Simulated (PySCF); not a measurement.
A PySCF script (with the pyscf-properties extension) for the NMR shieldings of `C=C[BH2-][NH2+]c1ccccc1`, C$_{8}$H$_{12}$BN, on a GFN2-xTB geometry:

```python
import basis_set_exchange as bse
import numpy as np
from pyscf import gto, dft
from pyscf.prop import nmr

atoms = """
C     3.612143    0.243747    0.917615
C     3.126570   -0.397540   -0.135796
B     1.618484   -0.571926   -0.617893
N     0.674468    0.240008    0.495224
C    -0.721170    0.188395    0.221726
C    -1.306870    1.152438   -0.586398
C    -2.654948    1.075438   -0.887868
C    -3.422143    0.037884   -0.385583
C    -2.836638   -0.925134    0.418823
C    -1.489631   -0.851173    0.725474
H     2.993245    0.771856    1.634177
H     4.668832    0.289604    1.141055
H     3.857967   -0.884317   -0.774517
H     1.256588   -1.707544   -0.587227
H     1.408694   -0.048221   -1.668280
H     1.036554    1.188433    0.472760
H     0.911044   -0.201196    1.378786
H    -0.703629    1.954303   -0.985800
H    -3.107209    1.829078   -1.514697
H    -4.473179   -0.022982   -0.622512
H    -3.430236   -1.737635    0.809415
H    -1.029347   -1.604130    1.348313
"""
names = dict.fromkeys(["C", "B", "N", "H"], "pcSseg-1")
basis = {el: gto.basis.parse(bse.get_basis(n, elements=[el], fmt="nwchem")) for el, n in names.items()}
mol = gto.M(atom=atoms, basis=basis, charge=0, verbose=0)
mf = dft.RKS(mol, xc="PBE0")
mf.grids.level = 2
mf.grids.alignment = dft.numint.BLKSIZE   # the property module wants whole blocks of grid points
mf.conv_tol = 1e-9
mf.kernel()

calc = nmr.RKS(mf)   # GIAO
C = mf.mo_coeff
Co = C[:, mf.mo_occ > 0]
resp = mf.gen_response(singlet=True, hermi=2)
def vind(x):   # induced exchange potential for any number of trial vectors
    d = np.einsum("pi,xij,qj->xpq", C, 2 * x.reshape(-1, C.shape[1], Co.shape[1]), Co, optimize=True)
    return np.einsum("xpq,pi,qj->xij", resp(d - d.transpose(0, 2, 1)), C, Co, optimize=True).ravel()
mo1, _ = nmr.rhf.solve_mo1(calc, with_cphf=vind)
sigma = calc.kernel(mo1)
for i, s in enumerate(sigma):   # ppm
    print("%2d %-2s %9.2f" % (i, mol.atom_pure_symbol(i), np.trace(s) / 3))
```

Question: Give the expected output.

Answer: 
```
 0 C      75.76
 1 C      19.77
 2 B     110.74
 3 N     185.38
 4 C      40.71
 5 C      60.96
 6 C      51.90
 7 C      54.83
 8 C      51.87
 9 C      60.97
10 H      26.93
11 H      26.34
12 H      24.41
13 H      28.89
14 H      28.89
15 H      26.76
16 H      26.76
17 H      24.40
18 H      23.99
19 H      24.14
20 H      23.99
21 H      24.40
```

These numbers come from an equivalent density-fitted implementation of the same equations, which agrees with the script to about 0.01 ppm for H and up to a few tenths of a ppm for heavy atoms, so last digits may differ.

Size and cost of the density-fitted run: 230 basis functions, 55 s wall time on 1 thread of an Arm Neoverse V1, shared host; peak memory 1.1 GiB.
